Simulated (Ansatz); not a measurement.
Reaction (ligand exchange at the In–I bond): `[F][InH][I]` + CH₃NH₂ → `C[NH][InH][F]` + HI

Computed with Ansatz on PBE0-D4/def2-TZVP structures; ΔE is electronic, products minus reactants. CCSD(T)/CBS adds triple-zeta CCSD(T) − MP2 to the extrapolated MP2 energy (def2 sets, frozen cores). DFT in def2-TZVPP. HSE06 is defined as in plane-wave codes. Elements past krypton have def2 core potentials. For I, In outer-core shells are correlated without core-valence functions, which leaves a few kJ/mol of doubt a bond. Each species was taken in one conformer, which may not be the lowest.

`[F][InH][I]`:

```xyz
4

F     0.559   -0.386   -1.786
In   -0.027   -0.238    0.062
I    -0.183    2.284    0.793
H    -0.349   -1.660    0.930
```

CH₃NH₂:

```xyz
7

C     0.503    0.227    0.137
N    -0.603   -0.615   -0.288
H     0.224    1.236    0.473
H     1.213    0.335   -0.686
H     1.036   -0.261    0.955
H    -1.104   -0.185   -1.055
H    -1.268   -0.736    0.464
```

`C[NH][InH][F]`:

Z-matrix (Å, degrees):
```
C
N 1 1.447
H 1 1.097 2 112.1
H 1 1.097 2 112.2 3 121.4
H 1 1.091 2 109.8 3 -119.3
In 2 1.984 1 125.2 3 119.9
H 2 1.006 1 113.9 3 -60.7
F 6 1.963 2 104.9 1 -0.4
H 6 1.685 2 137.6 1 179.8
```

HI:

Cartesian coordinates in Å:
```
I -0.345 -0.481 -0.545
H 0.345 0.481 0.545
```

CCSD(T)/CBS gives +30.8 kcal/mol.

(1) Another level gave +30.1 kcal/mol. Which?
A. r2SCAN-D4/def2-TZVPP
B. HSE06-D4/def2-TZVPP
C. BHLYP/def2-TZVPP
D. MP2/def2-TZVPP

Largest T1 diagnostic among the species: 0.016.

## Answers

(1) D. MP2/def2-TZVPP 30.1, r2SCAN-D4 31.7, HSE06-D4 32.7, BHLYP 33.8 kcal/mol.

The D4 term adds −0.8 kcal/mol with B3LYP and −0.4 kcal/mol with PBE0; it sums over pairs of atoms, weighted by their polarisabilities, and B3LYP, whose exchange is more repulsive, gets the larger term. Leaving LDA and LC-ωPBE aside and taking each functional with its dispersion term where it has one, the values, not all of them listed here, spread over 4.5 kcal/mol, from BLYP-D4 to BHLYP-D4. LDA lies −3.1 kcal/mol from PBE without D4.

B3LYP here is the variant with VWN-RPA as its local correlation; programs differ in this.
